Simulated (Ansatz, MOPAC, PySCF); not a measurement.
Dimer: CH4 (SMILES C) (first 5 atoms) with COS (SMILES O=C=S); geometry from B3LYP-D3(BJ)/def2-TZVP.
(charge 0, multiplicity 1):
```xyz
8

C     -0.0497     0.0269     0.1932
H      0.1477    -1.0024     0.4896
H     -0.9991     0.3523     0.6157
H      0.7513     0.6674     0.5596
H     -0.0960     0.0891    -0.8931
O     -1.4001     0.3664     3.5527
C     -0.3246    -0.0204     3.7221
S      1.1290    -0.5432     3.9516
```

Interaction energies are E(AB) − E(A) − E(B) at the monomers' geometry in the complex; basis-set methods are counterpoise corrected.

The state that AM1 reach isn't checked.

The values were computed with Ansatz (Gaussian orbitals); MOPAC for AM1 (differences of heats of formation); PySCF for the dispersion terms. Values without a source in brackets are computed.

Problem. One of these levels gives -36.9 meV for the interaction energy. Which one is it?
A) PBE0/def2-TZVPPD
B) r2SCAN-D4/def2-TZVPPD
C) AM1

Solution. B, r2SCAN-D4/def2-TZVPPD. The others give 22.0 (AM1), -3.5 (PBE0/def2-TZVPPD)

Ansatz is a quantum-chemistry and plane-wave program.
